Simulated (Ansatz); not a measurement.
Geometry optimisation, UKS BHLYP-D4/def2-SVP in Ansatz.

input.yaml

```yaml
crystal:
  periodic: [false, false, false]
  atoms:
    - { symbol: Al, position_ang: [0.148231, -0.037421, -0.415236] }
    - { symbol: F, position_ang: [-0.118969, 0.006366, 2.469356] }
    - { symbol: F, position_ang: [1.420216, 0.028618, -1.490093] }
    - { symbol: H, position_ang: [-1.284504, -0.000868, -1.150724] }
    - { symbol: Si, position_ang: [-0.031298, 0.001769, 4.075827] }
    - { symbol: H, position_ang: [-0.770727, -1.174662, 4.572718] }
    - { symbol: H, position_ang: [1.39026, -0.074603, 4.463316] }
    - { symbol: H, position_ang: [-0.640709, 1.250802, 4.572034] }
magnetization:
  spin_polarized: true
  initial_magnetization: 1
basis:
  gaussian: { orbitals: def2-SVP }
hamiltonian:
  xc: { name: BHLYP }
  dispersion: d4
relax:
  f_tol: 0.03
  max_steps: 50
```

Command:

```bash
$ ansatz run input.yaml --threads 2 --pin off --max-ram 3072MiB --backend cpu --events-out ev --progress --plain --runs-dir out
```

Problem. Where does it end, and by what steps?

Solution. It converged. After 27 steps the energy has fallen by 0.759 eV; F3 moved furthest, 2.57 Å. Joined: Al1–F2 (2.90 → 2.02 Å).

```json
{"step": "0", "energy less start (eV)": "0.0000", "largest force component (eV/Å)": "0.631", "accepted": "yes"}
{"step": "1", "energy less start (eV)": "-0.0456", "largest force component (eV/Å)": "0.200", "accepted": "yes"}
{"step": "2", "energy less start (eV)": "-0.0623", "largest force component (eV/Å)": "0.689", "accepted": "yes"}
{"step": "3", "energy less start (eV)": "-0.0638", "largest force component (eV/Å)": "0.948", "accepted": "yes"}
{"step": "4", "energy less start (eV)": "-0.0766", "largest force component (eV/Å)": "0.500", "accepted": "yes"}
{"step": "5", "energy less start (eV)": "-0.1480", "largest force component (eV/Å)": "0.272", "accepted": "yes"}
{"step": "6", "energy less start (eV)": "-0.1880", "largest force component (eV/Å)": "0.241", "accepted": "yes"}
{"step": "7", "energy less start (eV)": "-0.2493", "largest force component (eV/Å)": "0.198", "accepted": "yes"}
{"step": "8", "energy less start (eV)": "-0.3233", "largest force component (eV/Å)": "0.278", "accepted": "yes"}
{"step": "9", "energy less start (eV)": "-0.4057", "largest force component (eV/Å)": "0.371", "accepted": "yes"}
{"step": "10", "energy less start (eV)": "-0.4798", "largest force component (eV/Å)": "0.404", "accepted": "yes"}
{"step": "11", "energy less start (eV)": "-0.5226", "largest force component (eV/Å)": "0.430", "accepted": "yes"}
{"step": "12", "energy less start (eV)": "-0.5285", "largest force component (eV/Å)": "0.085", "accepted": "yes"}
{"step": "13", "energy less start (eV)": "-0.5303", "largest force component (eV/Å)": "0.066", "accepted": "yes"}
{"step": "14", "energy less start (eV)": "-0.5333", "largest force component (eV/Å)": "0.110", "accepted": "yes"}
{"step": "15", "energy less start (eV)": "-0.5361", "largest force component (eV/Å)": "0.400", "accepted": "yes"}
{"step": "16", "energy less start (eV)": "-0.5476", "largest force component (eV/Å)": "0.371", "accepted": "yes"}
{"step": "17", "energy less start (eV)": "-0.5715", "largest force component (eV/Å)": "0.215", "accepted": "yes"}
{"step": "18", "energy less start (eV)": "-0.6045", "largest force component (eV/Å)": "0.324", "accepted": "yes"}
{"step": "19", "energy less start (eV)": "-0.6416", "largest force component (eV/Å)": "0.351", "accepted": "yes"}
{"step": "20", "energy less start (eV)": "-0.6826", "largest force component (eV/Å)": "0.496", "accepted": "yes"}
{"step": "21", "energy less start (eV)": "-0.7199", "largest force component (eV/Å)": "0.561", "accepted": "yes"}
{"step": "22", "energy less start (eV)": "-0.7431", "largest force component (eV/Å)": "0.342", "accepted": "yes"}
{"step": "23", "energy less start (eV)": "-0.6018", "largest force component (eV/Å)": "1.953", "accepted": "no"}
{"step": "24", "energy less start (eV)": "-0.7563", "largest force component (eV/Å)": "0.102", "accepted": "yes"}
{"step": "25", "energy less start (eV)": "-0.7582", "largest force component (eV/Å)": "0.045", "accepted": "yes"}
{"step": "26", "energy less start (eV)": "-0.7588", "largest force component (eV/Å)": "0.035", "accepted": "yes"}
{"step": "27", "energy less start (eV)": "-0.7590", "largest force component (eV/Å)": "0.009", "accepted": "yes"}
```

```xyz
8
Properties=species:S:1:pos:R:3
Al 0.126 -0.394 0.128
F -0.493 -0.880 1.989
F 1.124 0.697 0.972
H -1.222 0.247 -0.429
Si 0.071 -0.041 3.344
H -0.693 -0.682 4.427
H 1.504 -0.313 3.477
H -0.303 1.366 3.189
```

The run took 67 s on 2 threads of Intel(R) Xeon(R) Platinum 8488C (Sapphire Rapids) (shared host), peak memory 0.24 GiB.
